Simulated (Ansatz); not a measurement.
A trace of molecular dynamics of F₂H₄W (7 atoms, charge 0, multiplicity 1).

All numbers below come from RHF/def2-SVP in Ansatz 0.2.0.

```
ensemble                      : NVE (velocity Verlet)
starting velocities drawn for : 300 K
seed                          : 540897
```

```
time (fs)  T (K)  potential energy less start (eV)  conserved less start (meV/atom)
        0    300                             0.000                             0.00
        5    284                             0.009                            -0.20
       10    306                            -0.005                            -0.19
       15    307                            -0.005                            -0.01
       20    460                            -0.105                            -0.23
       25    442                            -0.092                            -0.06
       30    306                            -0.004                            -0.07
       35    325                            -0.017                            -0.15
       40    398                            -0.064                            -0.01
       45    393                            -0.061                            -0.18
       50    299                             0.000                            -0.07
       55    254                             0.029                            -0.08
       60    275                             0.015                            -0.22
       65    358                            -0.037                            -0.01
       70    466                            -0.109                            -0.24
       75    308                            -0.007                            -0.18
       80    279                             0.014                            -0.01
       85    448                            -0.098                            -0.29
       90    379                            -0.052                            -0.05
       95    381                            -0.053                            -0.08
      100    336                            -0.025                            -0.23
      105    217                             0.054                             0.07
      110    386                            -0.057                            -0.18
      115    397                            -0.064                            -0.15
      120    211                             0.058                             0.03
      125    291                             0.004                            -0.26
```

Task: Is this trajectory sound?

Result: The conserved energy stayed within 0.3 meV per atom of its start (net change -0.26 meV per atom), so the integration is sound. A run of 0.12 ps of so small a system gives no equilibrium averages. The time step was 0.5 fs.

Run time: 4 min on 1 thread of INTEL(R) XEON(R) PLATINUM 8581C CPU @ 2.10GHz (Emerald Rapids) (shared host), peak memory 0.15 GiB.
